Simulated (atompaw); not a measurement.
## u(r) = r·R(r): atom against pseudo-atom (calcium)

Columns: radius, all-electron u(r) and pseudo u(r) of the 3p shell (level -27.95 eV) of calcium in the configuration [Ne] 3s2 3p6 3d0 4s2 4p0; PBEsol, scalar-relativistic, PAW (atompaw) scheme, atompaw 4.2.0.5.

```json
{"r (bohr)": "0.115", "all-electron": "-0.3668", "pseudo": "0.0194"}
{"r (bohr)": "0.231", "all-electron": "-0.4576", "pseudo": "0.0762"}
{"r (bohr)": "0.346", "all-electron": "-0.2179", "pseudo": "0.1640"}
{"r (bohr)": "0.462", "all-electron": "0.1270", "pseudo": "0.2757"}
{"r (bohr)": "0.577", "all-electron": "0.4418", "pseudo": "0.3985"}
{"r (bohr)": "0.692", "all-electron": "0.6818", "pseudo": "0.5218"}
{"r (bohr)": "0.808", "all-electron": "0.8405", "pseudo": "0.6353"}
{"r (bohr)": "0.923", "all-electron": "0.9244", "pseudo": "0.7272"}
{"r (bohr)": "1.038", "all-electron": "0.9512", "pseudo": "0.7916"}
{"r (bohr)": "1.154", "all-electron": "0.9364", "pseudo": "0.8249"}
{"r (bohr)": "1.269", "all-electron": "0.8941", "pseudo": "0.8265"}
{"r (bohr)": "1.385", "all-electron": "0.8343", "pseudo": "0.8000"}
{"r (bohr)": "1.500", "all-electron": "0.7661", "pseudo": "0.7521"}
{"r (bohr)": "1.615", "all-electron": "0.6944", "pseudo": "0.6903"}
{"r (bohr)": "1.731", "all-electron": "0.6224", "pseudo": "0.6218"}
{"r (bohr)": "1.846", "all-electron": "0.5540", "pseudo": "0.5540"}
{"r (bohr)": "1.962", "all-electron": "0.4893", "pseudo": "0.4893"}
{"r (bohr)": "2.077", "all-electron": "0.4304", "pseudo": "0.4304"}
{"r (bohr)": "2.192", "all-electron": "0.3771", "pseudo": "0.3771"}
{"r (bohr)": "2.308", "all-electron": "0.3288", "pseudo": "0.3288"}
{"r (bohr)": "2.423", "all-electron": "0.2863", "pseudo": "0.2863"}
{"r (bohr)": "2.538", "all-electron": "0.2488", "pseudo": "0.2488"}
{"r (bohr)": "2.654", "all-electron": "0.2155", "pseudo": "0.2155"}
{"r (bohr)": "2.769", "all-electron": "0.1867", "pseudo": "0.1867"}
{"r (bohr)": "2.885", "all-electron": "0.1613", "pseudo": "0.1613"}
{"r (bohr)": "3.000", "all-electron": "0.1394", "pseudo": "0.1394"}
```

How many radial nodes do the two functions have?

The all-electron 3p function has n − l − 1 = 1; the pseudo-wave has 0, since the states of the same l below it are removed with the core.

At about which radius was the pseudo-wave matched?

1.95 bohr, where the columns begin to agree (steps of 0.12 bohr).

Is the pseudo-wave norm-conserving?

No, it belongs to a PAW set: the norm inside the radius is not constrained, and the difference is carried by the augmentation charge.
